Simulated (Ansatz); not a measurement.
`N[SiH2][GaH2]` + H₂S → `S[SiH2][GaH2]` + NH₃  (ligand exchange at the Si–N bond)

Computed with Ansatz on PBE0-D4/def2-TZVP structures; ΔE is electronic, products minus reactants. CBS: MP2 limit from def2 TZ/QZ plus the TZ coupled-cluster correction, frozen cores. This one scheme is used for every species. Functionals use def2-TZVPP. B3LYP here is the variant with VWN-RPA as its local correlation; programs differ in this. For Ga outer-core shells are correlated without core-valence functions, which leaves a few kJ/mol of doubt a bond. Scalar relativity is left out up to krypton. One conformer a species, not always the lowest.

| level | ΔE (kJ/mol) |
| --- | --- |
| BLYP-D4 | -22.1 |
| B2PLYP | -17.6 |
| BLYP | -18.6 |
| B3LYP | -16.5 |
| BHLYP | -12.6 |
| LC-ωPBE | -16.7 |
| SCS-MP2/def2-TZVPP | -17.0 |
| CCSD/CBS(def2) | -18.4 |

Question: What does CCSD(T)/CBS give? (Estimate.)

Answer: The calculation gave: -21.3 kJ/mol. The listed levels differ from it by -0.8, 3.7, 2.7, 4.8, 8.7, 4.6, 4.3, 2.9 kJ/mol.

Largest T1 diagnostic among the species: 0.013.

At CCSD(T), def2-SVP lies +3.2 kJ/mol from the extrapolated value and def2-TZVPP +2.7 kJ/mol. From BLYP to BHLYP (50 % exact exchange), in def2-TZVPP and without D4, ΔE moves by +5.9 kJ/mol.
